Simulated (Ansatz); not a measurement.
# Worked example: the enthalpy of formation of BCl3 (boron trichloride)

The species is BCl3 (4 atoms), meant as a singlet with charge 0. As SMILES, `ClB(Cl)Cl`. The coordinates come from a PBE0-D4/def2-TZVP relaxation.

```xyz
4

Cl   -0.2579    0.5164    1.6383
B     0.0000    0.0000    0.0000
Cl    0.9420   -1.4231   -0.3240
Cl   -0.6841    0.9066   -1.3143
```

Total energies at RPA@PBE/6-311+G**, 16 core orbitals frozen (Ansatz 0.2.0); the atoms run unrestricted:

```
species    state   energy (Eh)
   BCl3  singlet  -1404.101706
     Cl  doublet   -459.673782
      B  doublet    -24.640489
```

Harmonic wavenumbers at PBE0-D4/def2-TZVP, in cm⁻¹: 253, 253, 458, 476, 976, 976.

Measured heats of formation of the gaseous atoms at 298.15 K, in kJ/mol: Cl 121.3, B 570.3. Spin-orbit lowering of the atoms at 298 K (mean of the ground term's levels less their thermal mean, from spectra), in kJ/mol: Cl 3.44, B 0.00. Take 1 Eh = 2625.50 kJ/mol, 1 cm⁻¹ = 0.0119627 kJ/mol, RT = 2.479 kJ/mol.

Work out the heat of formation of the gas at 298 K.


1. Electronic atomisation energy: 3 × (-459.673782) + (-24.640489) − (-1404.101706) = 0.439871 Eh = 1154.9 kJ/mol.
2. Zero-point energy: half the sum of the wavenumbers, 1696 cm⁻¹ = 20.3 kJ/mol.
3. Thermal vibrational enthalpy, Σ hcν̃/(exp(hcν̃/kT) − 1): 4.1 kJ/mol. Translation, rotation and pV of a non-linear molecule: 4 RT = 9.9 kJ/mol.
4. The 4 free atoms carry 5/2 RT each: 24.8 kJ/mol.
5. Spin-orbit coupling lowers the free atoms by 3 × 3.44 + 0.00 = 10.3 kJ/mol.
6. Atomisation enthalpy at 298 K: 1154.9 − 10.3 − 20.3 − 4.1 − 9.9 + 24.8 = 1135.1 kJ/mol.
7. Sum of the atoms' heats of formation: 934.2 kJ/mol. Heat of formation: 934.2 − 1135.1 = -200.9 kJ/mol.

No measured value is set beside it here. Anharmonicity and any spin-orbit splitting of the molecule are left out, and so is core correlation.
